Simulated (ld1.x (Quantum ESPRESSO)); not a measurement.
u(r) = r·R(r): atom against pseudo-atom (Cs (Z = 55))

Columns: radius, all-electron u(r) and pseudo u(r) of the 6s shell (level -2.41 eV) of caesium in the configuration [Xe] 5d0 6s0.5 6p0.5; PBE, scalar-relativistic, TM semilocal scheme, ld1.x (Quantum ESPRESSO) 7.5.

```
r (bohr)  all-electron   pseudo
   0.182        0.0690  -0.0127
   0.365       -0.0279  -0.0254
   0.548       -0.1253  -0.0380
   0.730       -0.0513  -0.0504
   0.912        0.0714  -0.0627
   1.095        0.1640  -0.0751
   1.277        0.2050  -0.0875
   1.460        0.2006  -0.1005
   1.642        0.1634  -0.1142
   1.825        0.1056  -0.1295
   2.007        0.0378  -0.1469
   2.190       -0.0334  -0.1674
   2.372       -0.1024  -0.1915
   2.555       -0.1669  -0.2198
   2.738       -0.2250  -0.2519
   2.920       -0.2756  -0.2868
   3.102       -0.3191  -0.3224
   3.285       -0.3559  -0.3564
   3.468       -0.3861  -0.3862
   3.650       -0.4103  -0.4103
   3.832       -0.4291  -0.4291
   4.015       -0.4432  -0.4432
   4.198       -0.4529  -0.4529
   4.380       -0.4590  -0.4590
   4.562       -0.4620  -0.4620
   4.745       -0.4623  -0.4623
```

Q: How many radial nodes do the two functions have?

A: The all-electron 6s function has n − l − 1 = 5 (the table is too coarse to show those close to the nucleus); the pseudo-wave has 0, since the states of the same l below it are removed with the core.

Q: At about which radius was the pseudo-wave matched?

A: 3.60 bohr, where the columns begin to agree (steps of 0.18 bohr).

Q: Is the pseudo-wave norm-conserving?

A: Yes: the TM semilocal scheme keeps the norm inside the radius equal to the all-electron one, which fixes the energy derivative of the logarithmic derivative at the level.
